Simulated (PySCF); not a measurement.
Species: C6H6F (charge +1).
Atom-mapped SMILES: `[F:1][C@@H:2]1[CH:3]=[CH:4][CH:5]=[CH:6][CH+:7]1` (hydrogens: H8 on C2; H9 on C3; H10 on C4; H11 on C5; H12 on C6; H13 on C7)

Vertical excitations from PySCF (density fitting, frozen core in the response, grid level 2 and gas phase unless stated; continuum runs use non-equilibrium linear response for the excitations) on a GFN2-xTB geometry. Reference run:

```json
{"settings": "wB97X-D/def2-SVPD, full TDDFT, 8 singlets", "S1, eV (f)": "3.91 (0.076)", "S2, eV (f)": "5.18 (0.027)", "S3, eV (f)": "5.20 (0.064)", "S4, eV (f)": "6.11 (0.017)", "S5, eV (f)": "6.61 (0.001)", "S6, eV (f)": "6.79 (0.002)", "T1, eV (Tamm–Dancoff)": "2.41", "mean α (au)": "62.6"}
```

Problem. What do these settings give: (1) HF/def2-SVPD, level shift 0.2 Eh, TDHF, 1 singlet; (2) KT3/pcJ-1, IEF-PCM chloroform, full TDDFT, 1 singlet; (3) B97-D/MINI, energy threshold 1e-07 Eh, start guess vsap, full TDDFT, 6 singlets?

Solution. 
```
                                                                       settings    S1, eV (f)    S2, eV (f)    S3, eV (f)    S4, eV (f)    S5, eV (f)    S6, eV (f)  T1, eV (Tamm–Dancoff)  mean α (au)
                              HF/def2-SVPD, level shift 0.2 Eh, TDHF, 1 singlet  4.07 (0.104)             –             –             –             –             –                      –         61.3
                           KT3/pcJ-1, IEF-PCM chloroform, full TDDFT, 1 singlet  3.65 (0.061)             –             –             –             –             –                   2.40         73.0
B97-D/MINI, energy threshold 1e-07 Eh, start guess vsap, full TDDFT, 6 singlets  2.44 (0.001)  2.81 (0.029)  4.04 (0.064)  5.12 (0.030)  5.12 (0.002)  5.33 (0.041)                   1.93         48.6
```

(1) S1 moves by +0.16 eV (HF has 100 % exact exchange, wB97X-D range-separated exact exchange). (2) S1 moves by -0.26 eV; functional, basis and environment change together, so the shift can't be laid on one. (3) S1 moves by -1.47 eV; functional and basis change together, so the shift can't be laid on one. States are counted by energy in each run and needn't keep their character from row to row.

KT3 was designed for NMR shieldings or shifts; total energies of different functionals aren't comparable.

Problem. Which orbital pairs make up S1 in each run, and how does it sit against the orbital gap?

Solution. 
| settings | S1 configurations (weight) | S1 (eV) | orbital gap (eV) | S1 − gap (eV) |
| --- | --- | --- | --- | --- |
| wB97X-D/def2-SVPD, full TDDFT, 8 singlets | H→L 0.93 | 3.91 | 8.23 | -4.32 |
| HF/def2-SVPD, level shift 0.2 Eh, TDHF, 1 singlet | H→L 0.96 | 4.07 | 10.20 | -6.13 |
| KT3/pcJ-1, IEF-PCM chloroform, full TDDFT, 1 singlet | H→L 0.86, H−2→L 0.12 | 3.65 | 2.92 | +0.73 |
| B97-D/MINI, energy threshold 1e-07 Eh, start guess vsap, full TDDFT, 6 singlets | H−1→L 0.97 | 2.44 | 2.18 | +0.26 |

The species at its GFN2-xTB geometry.

The pairwise dispersion term of B97-D and wB97X-D wasn't added to the energies; at a given geometry it leaves orbitals and properties as they are.
